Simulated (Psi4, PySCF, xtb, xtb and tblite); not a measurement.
Conformational energy of SMILES CCCCC#N (C5H9N). Scanned: dihedral C2–C3–C4–C5; all other coordinates were relaxed at GFN2-xTB. Points at φ and −φ are mirror images. Heavy atoms are numbered in the order of the SMILES CCCCC#N, hydrogens after them in the order of the atoms that carry them; the mirror image has the same energies with the sign of each dihedral reversed.

Levels: RKS-B3LYP/6-31G* = restricted B3LYP/6-31G*, spherical d, density fitting // GFN2-xTB run with PySCF 2.14.0; GFN2-xTB (xtb and tblite); GFN1-xTB // GFN2-xTB (xtb); PBE-D3(BJ)/def2-TZVP // GFN2-xTB (Psi4).

Energies relative to the lowest point of each profile, in eV; the last columns give the difference from PBE-D3(BJ):

```
φ / °  RKS-B3LYP/6-31G*  GFN2-xTB  GFN1-xTB  PBE-D3(BJ)/def2-TZVP  RKS-B3LYP/6-31G* − PBE-D3(BJ)/def2-TZVP  GFN2-xTB − PBE-D3(BJ)/def2-TZVP  GFN1-xTB − PBE-D3(BJ)/def2-TZVP
-----  ----------------  --------  --------  --------------------  ---------------------------------------  -------------------------------  -------------------------------
-160              0.033     0.025     0.030                 0.036                                   -0.003                           -0.010                           -0.006
-140              0.101     0.072     0.069                 0.097                                    0.004                           -0.025                           -0.028
-120              0.137     0.095     0.087                 0.128                                    0.009                           -0.033                           -0.041
-100              0.101     0.067     0.062                 0.092                                    0.009                           -0.025                           -0.030
-80               0.032     0.017     0.018                 0.026                                    0.006                           -0.009                           -0.008
-60               0.006     0.000     0.000                 0.000                                    0.006                            0.000                            0.000
-40               0.057     0.041     0.030                 0.046                                    0.011                           -0.004                           -0.016
-20               0.144     0.105     0.079                 0.125                                    0.019                           -0.020                           -0.046
0                 0.188     0.136     0.102                 0.165                                    0.023                           -0.029                           -0.063
20                0.144     0.105     0.079                 0.125                                    0.019                           -0.020                           -0.046
40                0.057     0.041     0.030                 0.046                                    0.011                           -0.004                           -0.016
60                0.006     0.000     0.000                 0.000                                    0.006                            0.000                            0.000
80                0.032     0.017     0.018                 0.026                                    0.006                           -0.009                           -0.008
100               0.101     0.067     0.062                 0.092                                    0.009                           -0.025                           -0.030
120               0.137     0.095     0.087                 0.128                                    0.009                           -0.033                           -0.041
140               0.101     0.072     0.069                 0.097                                    0.004                           -0.025                           -0.028
160               0.033     0.025     0.030                 0.036                                   -0.003                           -0.010                           -0.006
180               0.000     0.003     0.011                 0.008                                   -0.008                           -0.005                            0.003
```

RKS-B3LYP/6-31G* is furthest from PBE-D3(BJ)/def2-TZVP at 0 (0.023 eV, above); its mean absolute difference over the points is 0.009 eV.

GFN2-xTB is furthest from PBE-D3(BJ)/def2-TZVP at -120 (-0.033 eV, below); its mean absolute difference over the points is 0.016 eV.

GFN1-xTB is furthest from PBE-D3(BJ)/def2-TZVP at 0 (-0.063 eV, below); its mean absolute difference over the points is 0.023 eV.
